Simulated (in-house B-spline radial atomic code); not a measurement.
The numbers below are computed, except where a source is named.
## Li in an electron gas of r_s = 2.4: phase shifts, screening, friction and resistivity

A nucleus sits in a uniform electron gas with a rigid positive background. The Kohn-Sham equations are solved self-consistently in the spin-unpolarised LDA (PW92), non-relativistic, on B-splines with outgoing waves at the boundary and partial waves to l = 8. The model has no lattice, no bands and no magnetic solution. Atomic units; δ_l are the phase shifts at the Fermi level, counted so that each bound state adds π, and good to about 0.0005.

The density parameter is r_s = 2.4 bohr, near that of the valence electrons of In (3 per atom, density 7.31 g/cm³, mass 114.82 u, which gives r_s = 2.41).

| l | δ_l (rad) |
| --- | --- |
| 0 | 2.8682 |
| 1 | 0.5223 |
| 2 | 0.0472 |
| 3 | 0.0047 |
| 4 | 0.0008 |
| 5 | 0.0000 |
| 6 | 0.0000 |
| 7 | -0.0001 |
| 8 | 0.0000 |

Bound levels below the band bottom (hartree): s -1.485.

(1) Check the Friedel sum rule, and say where the screening charge sits.

(2) Find the transport cross section and the electronic stopping of a 1 keV Li ion (mass 6.94 u).

(3) What residual resistivity would 1 atomic per cent of such centres give in In?

(4) On a substitutional site the background of one host ion, a sphere holding 3 charges, is taken out. The phase shifts for l = 0 to 4 become 2.1472, -0.2812, -0.1688, -0.0497, -0.0101. What follows?

## Answers

(1) k_F = (9π/4)^(1/3)/r_s = 0.79965. The rule is Z = (2/π) Σ (2l + 1) δ_l. The terms are s 1.826, p 0.998, d 0.150, f 0.021 and 0.004 beyond, in all 2.998 against Z = 3. Bound states hold 2 s, 0 p, 0 d electrons, so the scattering states carry 1.00 in all; where a term is smaller than its bound count, the bound level has drawn weight out of the band.

(2) σ_tr = (4π/k_F²) Σ (l + 1) sin²(δ_l − δ_(l+1)). The terms for l = 0 to 3 are 0.5103, 0.4185, 0.0054, 0.0001, all together 0.9343, so σ_tr = 19.652 × 0.9343 = 18.360 bohr². With n = 3/(4π r_s³) = 0.01727, the friction coefficient is Q = n k_F σ_tr = 0.2535. For v well below v_F = 0.800, dE/dx = Q v; with 24801 eV per u at v = 1, v = √(1000/(24801 × 6.94)) = 0.0762, so dE/dx = 0.01933 hartree/bohr = 9.94 eV/nm. The largest term couples the s and p waves.

(3) Δρ = k_F n_i σ_tr/n in atomic units of 21.74 μΩ·cm. With one host atom per 3 electrons, n_i/n = 0.01/3, so Δρ = 0.7996 × 0.00333 × 18.360 × 21.74 = 1.06 μΩ·cm. This is an atom added to the gas, as on an interstitial site.

(4) The Friedel sum is now -0.00, for Z − 3 = 0. The sum in σ_tr is 0.5022, so σ_tr = 9.87 bohr² and Δρ = 0.57 μΩ·cm per atomic per cent, 0.54 times the value above. A real host ion scatters too, so this model doesn't give zero even for the host's own atom.
